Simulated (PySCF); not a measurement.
H₄WO + O₂ → H₂WO₂ + H₂O

Level: PBE0 in the def2-TZVP basis family, computed in PySCF with density fitting; scalar-relativistic core potentials for atoms from Rb on, none lighter, no spin–orbit coupling; open shells unrestricted.

| species | state and structure | E (Eh) | ZPE (kJ/mol) | H(298 K) − H(0) (kJ/mol) | S° (J/(mol K)) |
| --- | --- | --- | --- | --- | --- |
| H₄WO | singlet, Cs, W–H 1.685 Å (×2), W–H 1.697 Å, W–H 1.772 Å, W–O 1.672 Å; H–W–H 59.4° (×2), H–W–H 110.4° (×2), H–W–H 118.7°, H–W–H 132.1°, H–W–O 99.1° (×2), H–W–O 109.2° | -144.63590 | 84.5 | 12.9 | 280.8 |
| O₂ | triplet, D∞h, O–O 1.193 Å | -150.23561 | 10.3 | 8.7 | 204.9 |
| H₂WO₂ | singlet, C2v, W–H 1.732 Å (×2), W–O 1.690 Å (×2); H–W–H 119.4°, H–W–O 107.1° (×4), O–W–O 108.9° | -218.70688 | 54.1 | 12.6 | 281.8 |
| H₂O | singlet, C2v, O–H 0.960 Å (×2); H–O–H 105.1° | -76.37736 | 56.5 | 9.9 | 188.7 |

Q: What is the electronic reaction energy?

A: At PBE0/def2-TZVP, ΔE = -558.5 kJ/mol from the differences of the total energies times 2625.5, downhill. 

Q: Add zero-point, thermal and entropy terms for 298.15 K and 1 bar.

A: ΔZPE = 15.8 and Δ[H(298) − H(0)] = 0.9 kJ/mol give ΔH° = -541.8 kJ/mol. ΔS° = -15.2 J/(mol K), so ΔG° = -541.8 − 298.15 × (-0.0152) = -537 kJ/mol.

Spin–orbit coupling can matter for H₄WO, H₂WO₂ and is left out. Only the bonding shown was studied: isomers, or loss of a ligand pair, can lie lower.
